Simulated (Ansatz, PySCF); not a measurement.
Gas-phase reaction (SMILES): NBN + [H][H] (H2) → BN (BNH4) + N (NH3); hydrogen cleaves one B-N bond, a model of a ligand-exchange step.

Structures are relaxed separately at B3LYP-D3(BJ)/def2-TZVP in Ansatz (an electronic-structure program), one conformer each, not searched for the lowest. Valence correlation only, unless marked. Spin-orbit coupling is left out. No relativistic terms. Basis-set limits of correlation are two-point, X^-3; Hartree-Fock from the larger set. Thermal terms are rigid-rotor harmonic-oscillator values from B3LYP-D3(BJ) frequencies (Ansatz or PySCF) at 298.15 K and 1 atm. 1 Eh = 627.5095 kcal/mol.

```
species      E, CCSD(T)/CBS(cc-pVTZ,cc-pVQZ) (Ansatz) (Eh)  E, PBE/def2-TZVPD (Ansatz) (Eh)  H - E (Eh)  G - E (Eh)
-----------  ---------------------------------------------  -------------------------------  ----------  ----------
NBN                                             -137.28416                       -137.32076     0.07172     0.04195
[H][H] (H2)                                       -1.17450                         -1.16589     0.01336    -0.00144
BN (BNH4)                                        -81.92865                        -81.95011     0.05211     0.02622
N (NH3)                                          -56.50369                        -56.51037     0.03799     0.01614
```

**Question.** Work out ΔE and ΔH, ΔG, ΔS and the equilibrium constant at 298.15 K at the first level, then ΔH at the second.

**Answer.** 
1. ΔE = [(-81.92865) + (-56.50369)] - [(-137.28416) + (-1.17450)] = 0.02632 Eh = 16.5 kcal/mol at CCSD(T)/CBS(cc-pVTZ,cc-pVQZ).
2. The terms H - E add up to 0.00502 Eh, so ΔH = (0.02632 + (0.00502))×627.5095 = 19.7 kcal/mol.
3. The terms G - E add up to 0.00185 Eh, so ΔG = 17.7 kcal/mol, and ΔS = (0.00502 - (0.00185))×627509.5/298.15 = 6.7 cal/(mol K).
4. log10 K = -ΔG/(RT ln 10) = -13.0, with RT ln 10 = 1.3642 kcal/mol.
5. At PBE/def2-TZVPD the same steps give ΔE = 16.4 and ΔH = 19.6 kcal/mol, a shift of -0.1 from the first level.
6. These values are not checked against measurement here, since the tables used lack a sound gas-phase enthalpy of formation for at least one species.
